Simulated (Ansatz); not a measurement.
Gas-phase electronic energies from Ansatz, PBE0-D4/def2-TZVP geometries. CBS: MP2 limit from def2 TZ/QZ plus the TZ coupled-cluster correction, frozen cores. This one scheme is used for every species. DFT in def2-TZVPP. One conformer a species, not always the lowest.

`[SiH3][SiH2]Cl` + `BN[SiH2]Cl` → `BN([SiH2][SiH3])[SiH2]Cl` + HCl  (ligand exchange at the Si–Cl bond)

`[SiH3][SiH2]Cl`:

```xyz
8

Si    0.952    0.490   -0.553
Si   -0.846   -0.596    0.474
Cl   -2.045    0.821    1.378
H     1.830   -0.513   -1.214
H     1.736    1.230    0.470
H     0.443    1.444   -1.572
H    -1.679   -1.334   -0.508
H    -0.392   -1.541    1.525
```

`BN[SiH2]Cl`:

Z-matrix (Å, degrees):
```
Si
N 1 1.730
Cl 1 2.055 2 111.1
H 1 1.480 2 110.0 3 117.1
H 1 1.475 2 108.1 3 -119.1
B 2 1.403 1 125.7 3 106.7
H 2 1.011 1 117.1 3 -71.9
H 6 1.197 2 118.7 1 0.6
H 6 1.196 2 119.6 1 -179.7
```

`BN([SiH2][SiH3])[SiH2]Cl`:

Cartesian coordinates in Å:
```
B 0.409 1.753 -0.797
N -0.297 0.880 0.059
Si -0.846 -0.675 -0.585
Si 0.950 -2.153 -0.842
Si -0.582 1.289 1.720
Cl 0.373 -0.074 2.929
H 0.587 1.434 -1.940
H 0.821 2.799 -0.383
H -1.830 -1.221 0.391
H -1.539 -0.437 -1.877
H 0.471 -3.425 -1.447
H 1.972 -1.547 -1.737
H 1.568 -2.440 0.478
H -2.023 1.187 2.037
H -0.034 2.631 1.996
```

HCl:

```xyz
2

Cl    0.610   -0.163    0.104
H    -0.610    0.163   -0.104
```

CCSD(T)/CBS gives +51.0 kJ/mol.

Another level gave +55.3 kJ/mol. Which?
A. HF/def2-TZVPP
B. ωB97X-V/def2-TZVPP
C. r2SCAN/def2-TZVPP
D. MP2/def2-TZVPP

B. ωB97X-V 55.3, MP2/def2-TZVPP 47.9, HF/def2-TZVPP 71.0, r2SCAN 61.5 kJ/mol.

Largest T1 diagnostic among the species: 0.012.

The D4 term adds −17.6 kJ/mol with B3LYP and −10.3 kJ/mol with PBE0; it sums over pairs of atoms, weighted by their polarisabilities, and B3LYP, whose exchange is more repulsive, gets the larger term. In def2-TZVPP, CCSD(T) changes the Hartree–Fock value by −24.1 kJ/mol (the triples alone add −3.2 kJ/mol) and MP2 by −23.1 kJ/mol.

B3LYP here is the variant with VWN-RPA as its local correlation; programs differ in this.
